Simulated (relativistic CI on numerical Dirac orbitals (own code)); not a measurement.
## What each ingredient does to the levels of Ba23+

Base calculation: Dirac-Coulomb-Breit CI, separate exchange-only KLI orbitals for each configuration, model QED, unscaled Slater integrals.

CI space (outside the closed core [Ar] 3d10): 4s²4p³, 4s4p⁴, 4s²4p²4d, 4p⁵, 4s4p³4d, 4s²4p²4f, 4s4p³4f, 4p⁴4d, 4s4p²4d², 4s²4p4d4f, 4p⁴4f, 4s²4p²5s, 4s²4p²5p, 4p⁴5s, 4p³4d4f, 4s4p²4d5s, 4s4p³5s, 4s4p²4f², 4s²4p²5d, 4s²4p4f5s, 4s4p³5p, 4s²4p²5f, 4s²4p²5g, 4s4p³5d, 4s²4p²6s, 4s²4p²6p, 4p³4f5s, 4s²4p4d², 4s²4d³, 4s4p4d³, 4s²4d²4f, 4s4p4d²4f, 4s²4d²5s, 4p³4d², 4p²4d³, 4p²4d²4f, 4p²4d²5s, 4s²4p4f², 4s²4d4f², 4s4p4d4f², 4s²4f³, 4s4p4f³, 4s²4f²5s, 4p³4f², 4p²4d4f², 4p²4f³, 4p²4f²5s, 4s4p²4d4f, 4s4p4d4f5s, 4s²4p4d5s, 4s4p4d²5s, 4s²4d4f5s, 4s²4d5s², 4p³4d5s, 4p²4d4f5s, 4p²4d5s², 4s4p²4f5s, 4s4p4f²5s, 4s4p4f5s², 4s²4p5s², 4s4p4d5s², 4s²4f5s². Double excitations out of closed p, d and f shells are left out; levels of such configurations are missing from the list, as are those of other unlisted configurations, and high levels can miss mixing partners. These lack a partner that the ground configuration has and come out too high: 4s²4p²5p, 4s²4p²5d, 4s4p³5p, 4s²4p²5f, 4s²4p²5g.

The lowest level and the first level of each name with at least 55 % of one term (blank where a level has no safe partner in the second run):

```
         Level  Base (cm⁻¹)  Shift (cm⁻¹)
 4s²4p³ ⁴S°3/2            0             0
 4s²4p³ ²D°5/2       163092         +2350
 4s²4p³ ²P°1/2       199585         +5096
 4s²4p³ ²P°3/2       336797         +5501
   4s4p⁴ ⁴P5/2       570530        +15581
   4s4p⁴ ²D5/2       770462        +43193
4s²4p²4d ²F5/2       872939         -3509
4s²4p²4d ⁴D1/2       886467        -11540
4s²4p²4d ²D3/2      1024242         -2413
4s²4p²4d ²D5/2      1038855         +1901
4s²4p²4d ²P1/2      1059113        -36209
    4p⁵ ²P°3/2      1263633       +101165
4s4p³4d ⁶D°1/2      1283419        -17670
4s4p³4d ⁶D°5/2      1284689        -15028
```

At this charge energies of transitions that change n are usually good to better than 1 %, and those within a shell (Δn = 0) to a few per cent.

Task: One thing was changed in a second run, which moved the levels as shown. Which?
A. non-relativistic limit
B. configuration mixing switched off
C. QED terms removed
D. Breit term removed

Result: B. Configuration mixing switched off. Without mixing, levels that were pushed by configurations of the same parity and J return to their single-configuration places.

LS names give the leading component of a level, which can be under half, so a name can repeat, a term be missing and a line seem to break the LS rules.
